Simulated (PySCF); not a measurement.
Copper: a sound run and one with changed settings

Sound run: Cu²⁺ [Ar] 3d9, Cu³⁺ [Ar] 3d8. Calculation: PySCF 2.14, in aug-cc-pVDZ-DK (7s6p4d2f, 59 functions); the spin-free X2C one-electron Hamiltonian (Gaussian nucleus). In the sound run the correlated levels freeze [Ar]. The sound run starts from symmetry-adapted Hartree-Fock orbitals and uses a fine grid where one is needed.

Changed run: the non-relativistic Hamiltonian (point nucleus). This setting is unsound on purpose.

```csv
species,method,sound run (hartree),changed run (hartree),converged
Cu²⁺,UHF,-1652.27526,-1630.46114,yes
Cu²⁺,TPSS,-1653.74620,-1631.93906,yes
Cu²⁺,M06-2X,-1653.76352,-1631.95785,yes
Cu²⁺,MP2,-1652.57123,-1630.75484,yes
Cu³⁺,UHF,-1651.01836,-1629.18980,yes
Cu³⁺,TPSS,-1652.39052,-1630.56988,yes
Cu³⁺,M06-2X,-1652.41139,-1630.59172,yes
Cu³⁺,MP2,-1651.22089,-1629.39114,yes
```

Ionisation energy of Cu²⁺:

| method | sound run (eV) | changed run (eV) |
| --- | --- | --- |
| UHF | 34.202 | 34.595 |
| TPSS | 36.890 | 37.257 |
| M06-2X | 36.793 | 37.174 |
| MP2 | 36.745 | 37.108 |
| SCS-MP2 | 36.498 | 36.864 |

Most of the change in total energy is the relativistic energy itself. On top of that the contraction fixes the core shape for the Hamiltonian it was made with, so the changed run is not a good calculation with the other Hamiltonian either.

For comparison, NIST gives 36.841 ± 0.012 eV between the lowest levels.
